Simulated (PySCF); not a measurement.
Ho²⁺ (holmium, charge +2) across methods

[Xe] 4f11, one real determinant. All numbers are calculated (PySCF 2.14, the spin-free X2C one-electron Hamiltonian (Gaussian nucleus), in x2c-TZVPPall).

```csv
method,E (hartree),mean ε 5p β (eV),mean ε 4f α (eV),mean ε 4f β (eV),Σ⟨r²⟩ (bohr²),⟨S²⟩
PBE,-12615.20,-39.371,-17.959,-16.138,37.45,3.752
r2SCAN,-12615.41,-40.010,-17.927,-16.105,37.27,3.753
PBE0,-12615.03,-41.161,-20.825,-18.681,37.27,3.752
LDA,-12606.45,-39.684,-18.308,-16.294,37.45,3.752
UHF,-12610.73397,-45.227,-28.716,-25.462,37.06,3.755
```

⟨L²⟩ = 34.01 against 42 for a pure I term, so this real determinant mixes terms. Spin-orbit coupling, absent here, splits the open shell strongly.
